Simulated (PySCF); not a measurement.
# Computed properties of C3H11ClSi2, SMILES CC[Si@H](Cl)[SiH2]C

C3H11ClSi2, SMILES CC[Si@H](Cl)[SiH2]C. The structure is a stationary point at B3LYP-D3(BJ)/def2-SVP. The structure was generated by enumeration; whether it is a known compound was not checked. The values are those of a single conformer. All values are computed for the isolated molecule unless a solvent is named; none is compared with measurement here.

**Structure.** All 45 harmonic modes at B3LYP-D3(BJ)/def2-SVP (PySCF) are real, so it is a minimum. With heavy atoms numbered as in [CH3:1][CH2:2][Si@H:3]([Cl:4])[SiH2:5][CH3:6], the shortest bond between them is C1–C2 at 1.535 Å and the longest Si3–Si5 at 2.347 Å.

**Vibrations.** The strongest infrared lines (harmonic, unscaled, degenerate partners summed) lie at 2201 cm⁻¹ (180 km/mol, H 96 %), 888 cm⁻¹ (135 km/mol, H 78 %, Si 11 %, C 11 %), 781 cm⁻¹ (135 km/mol, H 87 %, Si 9 %). The softest mode is at 40 cm⁻¹ and the zero-point energy is 81.5 kcal/mol.

**Electronic structure.** B3LYP/def2-TZVP (PySCF) places the frontier levels at -7.45 and -0.46 eV, a gap of 6.99 eV, and gives a dipole moment of 1.53 D. PBE/def2-TZVP (PySCF) at the same geometry gives -6.48 and -1.13 eV, so its gap is 1.64 eV narrower. An orbital gap is neither the optical nor the fundamental gap.

**Excitations.** TDA-CAM-B3LYP/def2-SVPD (PySCF) has S1 at 6.38 eV (194 nm, f = 0.027, weak); the most intense of the 6 singlets computed lies at 7.83 eV (f = 0.22). T1 (TDA) is at 5.68 eV, 0.70 eV under S1. TDA-PBE/def2-SVPD (PySCF) puts S1 at 5.63 eV. No vertical singlet excitation falls in the visible range (under 3.1 eV).

**NMR.** GIAO shifts at KT2/pcSseg-1 (PySCF) (non-relativistic, atoms alike by connectivity averaged): ¹³C from -9.6 to 17.5 ppm against TMS; ¹H from 0.7 to 5.6 ppm against TMS; ²⁹Si from -72.8 to 15.9 ppm against TMS. Without spin–orbit terms, shifts of atoms bonded to Cl or Br come out too high.
